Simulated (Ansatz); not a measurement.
Program: Ansatz. Geometries: PBE0-D4/def2-TZVP. ΔE: electronic, gas phase. CCSD(T)/CBS is the MP2 limit (def2-TZVPP, def2-QZVPP) plus CCSD(T) − MP2 in def2-TZVPP, frozen cores. DFT in def2-TZVPP. B3LYP here is the variant with VWN-RPA as its local correlation; programs differ in this. For Ge outer-core shells are correlated without core-valence functions, which leaves a few kJ/mol of doubt a bond. Scalar relativity is left out up to krypton. One conformer a species, not always the lowest.

Reaction (cleavage of the Si–Ge bond): `Cl[SiH2][GeH2][Cl]` + `BNC=C` → `BN(C=C)[SiH2]Cl` + `[Cl][GeH3]`

`Cl[SiH2][GeH2][Cl]`:

Cartesian coordinates in Å:
```
Cl 1.050 0.150 2.503
Si 0.447 -0.802 0.778
Ge -0.427 0.828 -0.721
Cl -1.012 -0.293 -2.482
H 1.620 -1.479 0.177
H -0.597 -1.795 1.126
H 0.610 1.863 -1.179
H -1.691 1.528 -0.203
```

`BNC=C`:

Z-matrix (Å, degrees):
```
B
N 1 1.395
H 1 1.196 2 118.6
H 1 1.194 2 118.6 3 180.0
C 2 1.390 1 126.4 3 0.0
H 2 1.010 1 119.6 3 -180.0
C 5 1.328 2 125.2 1 -180.0
H 5 1.085 2 113.4 1 0.0
H 7 1.081 5 120.4 2 -180.0
H 7 1.085 5 122.0 2 0.0
```

`BN(C=C)[SiH2]Cl`:

```xyz
13

B     0.115   -1.934    0.209
N     0.058   -0.530    0.088
C     0.848    0.129   -0.875
C     0.810    1.421   -1.174
Si   -0.974    0.384    1.167
Cl   -2.580    1.174    0.163
H     0.854   -2.545   -0.507
H    -0.569   -2.477    1.023
H     1.532   -0.537   -1.391
H     1.477    1.812   -1.930
H     0.128    2.122   -0.707
H    -1.483   -0.538    2.196
H    -0.214    1.517    1.737
```

`[Cl][GeH3]`:

Z-matrix (Å, degrees):
```
Ge
Cl 1 2.155
H 1 1.532 2 107.1
H 1 1.532 2 107.1 3 -120.0
H 1 1.532 2 107.1 3 120.0
```

```json
{"level": "B3LYP-D4", "ΔE (kcal/mol)": "-4.9", "difference from CCSD(T)/CBS": "1.8"}
{"level": "ωB97X-V", "ΔE (kcal/mol)": "-6.0", "difference from CCSD(T)/CBS": "0.7"}
{"level": "ωB97M-V", "ΔE (kcal/mol)": "-6.7", "difference from CCSD(T)/CBS": "0.0"}
{"level": "PBE0", "ΔE (kcal/mol)": "-2.1", "difference from CCSD(T)/CBS": "4.6"}
{"level": "HF/def2-TZVPP", "ΔE (kcal/mol)": "-6.7", "difference from CCSD(T)/CBS": "0.0"}
{"level": "SCS-MP2/def2-TZVPP", "ΔE (kcal/mol)": "-8.5", "difference from CCSD(T)/CBS": "-1.8"}
{"level": "CCSD/def2-TZVPP", "ΔE (kcal/mol)": "-7.1", "difference from CCSD(T)/CBS": "-0.4"}
{"level": "HF/CBS(def2)", "ΔE (kcal/mol)": "-7.1", "difference from CCSD(T)/CBS": "-0.4"}
{"level": "MP2/CBS(def2)", "ΔE (kcal/mol)": "-8.1", "difference from CCSD(T)/CBS": "-1.4"}
{"level": "CCSD/CBS(def2)", "ΔE (kcal/mol)": "-6.4", "difference from CCSD(T)/CBS": "0.3"}
{"level": "CCSD(T)/CBS", "ΔE (kcal/mol)": "-6.7", "difference from CCSD(T)/CBS": "0"}
```

Largest T1 diagnostic among the species: 0.013.

From PBE to PBE0 (25 % exact exchange), in def2-TZVPP and without D4, ΔE moves by −1.7 kcal/mol. The D4 term adds −2.2 kcal/mol with B3LYP and −1.2 kcal/mol with PBE0; it sums over pairs of atoms, weighted by their polarisabilities, and B3LYP, whose exchange is more repulsive, gets the larger term.

CCSD(T)/CBS has its own doubt, a few kJ/mol and more with outer-core shells, so smaller differences from it don't rank the levels.
